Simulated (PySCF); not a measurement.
C10H6S2, SMILES c1cc2cc3sccc3cc2s1 (GFN2-xTB optimised geometry):

```
18

C      1.563    -3.099     0.000
C      2.105    -1.865     0.000
C      1.123    -0.828     0.000
C      1.313     0.550     0.000
C      0.193     1.354     0.000
S      0.170     3.099     0.000
C     -1.563     3.099     0.000
C     -2.105     1.865     0.000
C     -1.123     0.828     0.000
C     -1.313    -0.550     0.000
C     -0.193    -1.354     0.000
S     -0.170    -3.099     0.000
H      2.072    -4.043     0.000
H      3.163    -1.672     0.000
H      2.306     0.971     0.000
H     -2.072     4.043     0.000
H     -3.163     1.672     0.000
H     -2.306    -0.971     0.000
```

Method: B3LYP/def2-SVP in PySCF 2.14.0.

Question: What are the frontier orbital energies and the dipole moment?

Answer: HOMO-2 -7.03 eV, HOMO-1 -6.38 eV, HOMO -5.58 eV, LUMO -1.23 eV, LUMO+1 -0.20 eV; dipole moment 0.00 D.

On the same geometry PBE/def2-SVP (PySCF) gives HOMO-2 -6.21 eV, HOMO-1 -5.72 eV, HOMO -4.93 eV, LUMO -1.88 eV, LUMO+1 -0.94 eV; dipole moment 0.00 D.

Meta-Löwdin charges at B3LYP/def2-SVP: C1 -0.21, C2 -0.14, C3 0.00, C4 -0.12, C5 -0.09, S6 0.21, C7 -0.21, C8 -0.14, C9 0.00, C10 -0.12, C11 -0.09, S12 0.21, H13 0.12, H14 0.11, H15 0.11, H16 0.12, H17 0.11, H18 0.11.
